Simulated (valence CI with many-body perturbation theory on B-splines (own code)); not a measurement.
**Energy levels of V17+**

Calculated by valence CI with perturbative core correlation (CI+MBPT): four valence electrons over a frozen Dirac-Fock core [He], radial functions for each j: 11 s, 11 p, 10 d, 8 f, 5 g, 2 h, with the one-electron correlation potential Σ1, the two-electron term Σ2, the three-electron term Σ3, Breit, model QED; selected CI, second order for the rest, scaled by the run's own slope (own B-spline code, finite nucleus).

No measured spectrum was set against this ion. As an estimate, levels of excited configurations hold to 0.05 to 0.15 % of their energy, terms of the ground configuration to about 0.5 %. Among the levels kept, up to 850 cm⁻¹ of a level comes from second order outside the variational space, and about a tenth of that is noise between levels of different J, which matters for small intervals.

Levels 136 to 180 of 189, with energies above the lowest level, 2s2 2p2 3P_0. "Leading %" is the weight of the configuration and term that name the level; weights of strongly mixed levels are sums over their largest components and can fall short, so below about 35 % the name and the second component can differ from the true leading terms, or belong to a minority configuration. In the jj column 3d3/2^4 stands for four electrons in 3d with j = 3/2. Lifetimes count E1, E2, E3, M1 and M2 decay at the calculated energies, and are blank where another channel may lead or the interval is too uncertain; long ones can be off by a factor of two.

```csv
No.,Configuration,Term,J,E (Ry),Leading %,Leading jj,Lifetime,g
136,2s 2p2 3d,3P,0,61.469,98,2s 2p1/2 2p3/2 3d3/2 (45 %),99.0 fs,
137,2s 2p2 3d,3P,1,61.492,93,2s 2p1/2 2p3/2 3d5/2 (51 %),101 fs,1.505
138,2s 2p2 3d,3P,2,61.514,78,2s 2p1/2 2p3/2 3d3/2 (34 %),103 fs,1.404
139,2s 2p2 3d,3S,1,61.622,71,2s 2p1/2 2p3/2 3d3/2 (47 %),147 fs,1.761
140,2s 2p2 3d,1D,2,61.696,75,2s 2p3/2^2 3d5/2 (44 %),99.8 fs,1.092
141,2s 2p2 3p,1D°,2,61.757,87,2s 2p3/2^2 3p3/2 (38 %),2.30 ps,1.049
142,2s 2p2 3d,1P,1,61.765,69,2s 2p1/2 2p3/2 3d5/2 (36 %),222 fs,1.197
143,2p3 3s,5S°,2,61.929,95,2p1/2 2p3/2^2 3s (49 %),12.6 ps,1.973
144,2s 2p2 3d,1S,0,62.066,94,2s 2p1/2 2p3/2 3d5/2 (36 %),167 fs,
145,2s 2p2 3p,1P°,1,62.106,89,2s 2p3/2^2 3p3/2 (48 %),1.23 ps,1.052
146,2s 2p2 3d,3F,2,62.160,60,2s 2p1/2 2p3/2 3d3/2 (53 %),187 fs,0.830
147,2s 2p2 3d,3D,3,62.209,47,2s 2p1/2 2p3/2 3d5/2 (39 %),160 fs,1.201
148,2s 2p2 3d,3D,1,62.211,74,2s 2p1/2 2p3/2 3d3/2 (35 %),244 fs,0.650
149,2s 2p2 3d,3D,2,62.346,71,2s 2p1/2^2 3d5/2 (36 %),279 fs,1.180
150,2p3 3s,3S°,1,62.729,70,2p1/2^2 2p3/2 3s (40 %),471 fs,1.900
151,2s 2p2 3d,3F,4,62.738,93,2s 2p3/2^2 3d5/2 (68 %),447 fs,1.242
152,2s 2p2 3d,3D,3,62.742,55,2s 2p3/2^2 3d5/2 (62 %),226 fs,1.223
153,2s 2p2 3d,1P,1,62.860,60,2s 2p3/2^2 3d3/2 (48 %),107 fs,0.888
154,2s 2p2 3d,3D,2,62.862,44,2s 2p3/2^2 3d3/2 (70 %),145 fs,0.988
155,2s 2p2 3d,3D,3,62.936,84,2s 2p3/2^2 3d5/2 (52 %),419 fs,1.304
156,2s 2p2 3d,3D,1,62.982,84,2s 2p3/2^2 3d3/2 (52 %),140 fs,0.571
157,2s 2p2 3d,1D,2,63.016,57,2s 2p3/2^2 3d5/2 (71 %),377 fs,1.074
158,2s 2p2 3d,3P,2,63.090,68,2s 2p3/2^2 3d3/2 (37 %),90.4 fs,1.403
159,2s 2p2 3d,3P,0,63.192,95,2s 2p3/2^2 3d3/2 (71 %),74.3 fs,
160,2s 2p2 3d,3P,1,63.197,80,2s 2p3/2^2 3d5/2 (36 %),78.3 fs,1.448
161,2p3 3s,3D°,1,63.235,86,2p1/2 2p3/2^2 3s (59 %),999 fs,0.613
162,2p3 3s,3D°,2,63.248,85,2p1/2 2p3/2^2 3s (58 %),1.05 ps,1.192
163,2s 2p2 3d,1F,3,63.326,90,2s 2p3/2^2 3d3/2 (36 %),53.5 fs,1.014
164,2p3 3p,5P,1,63.328,91,2p1/2 2p3/2^2 3p1/2 (43 %),594 fs,2.422
165,2p3 3s,3D°,3,63.344,95,2p1/2 2p3/2^2 3s (95 %),1.01 ps,1.331
166,2p3 3p,5P,2,63.362,87,2p1/2 2p3/2^2 3p1/2 (33 %),649 fs,1.784
167,2p3 3p,5P,3,63.466,95,2p1/2 2p3/2^2 3p3/2 (48 %),610 fs,1.652
168,2p3 3s,1D°,2,63.606,85,2p1/2 2p3/2^2 3s (83 %),504 fs,1.028
169,2s 2p2 3d,1D,2,63.709,82,2s 2p3/2^2 3d5/2 (37 %),61.7 fs,1.062
170,2p3 3p,3P,1,63.793,88,2p1/2^2 2p3/2 3p3/2 (54 %),378 fs,1.479
171,2p3 3p,3P,2,63.862,81,2p1/2 2p3/2^2 3p3/2 (45 %),239 fs,1.472
172,2p3 3p,3P,0,63.900,98,2p1/2 2p3/2^2 3p3/2 (81 %),386 fs,
173,2p3 3p,3D,1,64.393,54,2p1/2 2p3/2^2 3p1/2 (48 %),477 fs,0.785
174,2p3 3s,3P°,0,64.459,94,2p1/2 2p3/2^2 3s (94 %),953 fs,
175,2p3 3s,3P°,1,64.514,85,2p1/2 2p3/2^2 3s (81 %),840 fs,1.448
176,2p3 3p,3D,2,64.525,57,2p1/2 2p3/2^2 3p1/2 (61 %),645 fs,0.985
177,2p3 3p,3D,3,64.626,51,2p1/2 2p3/2^2 3p1/2 (70 %),661 fs,1.212
178,2p3 3p,3F,2,64.652,50,2p1/2 2p3/2^2 3p3/2 (32 %),671 fs,0.906
179,2p3 3s,3P°,2,64.701,80,2p3/2^3 3s (76 %),795 fs,1.456
180,2p3 3p,1P,1,64.712,58,2p1/2 2p3/2^2 3p3/2 (76 %),424 fs,0.826
```

Names give the largest LS component (configuration and term), which can be under half, so a name can repeat, a term be missing and a line seem to break the LS rules; names also repeat where a configuration has a term twice.
